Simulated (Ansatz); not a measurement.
One change: `B[Si](O)(F)OC` becomes `B[Si](O)(F)[SiH3]`.

Ansatz, PBE0-D4/def2-TZVP geometries, multiplicity 1. Each molecule was computed in one conformer, which needn't be the lowest.

```tsv
property	`B[Si](O)(F)OC`
size of the dipole moment (B3LYP/def2-TZVPP) / D	1.67
HOMO–LUMO gap (PBE0/def2-TZVPP) / eV	5.71
LUMO energy (ωB97M-V/def2-TZVPP) / eV	-0.56
HOMO energy (B3LYP/def2-TZVPP) / eV	-8.05
HOMO energy (ωB97M-V/def2-TZVPP) / eV	-10.54
size of the dipole moment (PBE/def2-TZVPP) / D	1.61
```

**Question.** Give the same properties after the change, and the shifts. (Estimate.)

**Answer.** Ansatz gave: 
| property | `B[Si](O)(F)[SiH3]` | shift |
| --- | --- | --- |
| size of the dipole moment (B3LYP/def2-TZVPP) / D | 0.97 | -0.70 |
| HOMO–LUMO gap (PBE0/def2-TZVPP) / eV | 4.78 | -0.93 |
| LUMO energy (ωB97M-V/def2-TZVPP) / eV | -0.88 | -0.32 |
| HOMO energy (B3LYP/def2-TZVPP) / eV | -7.41 | 0.64 |
| HOMO energy (ωB97M-V/def2-TZVPP) / eV | -9.61 | 0.93 |
| size of the dipole moment (PBE/def2-TZVPP) / D | 1.01 | -0.60 |

With PBE0 the HOMO rises by 0.67 eV and the LUMO falls by 0.26 eV, so the gap narrows by about 0.93 eV. PBE moves the HOMO by 0.38 eV and ωB97M-V by 0.93 eV. Dipoles are sizes alone; their direction can turn.

B3LYP here is the variant with VWN-RPA as its local correlation; programs differ in this.
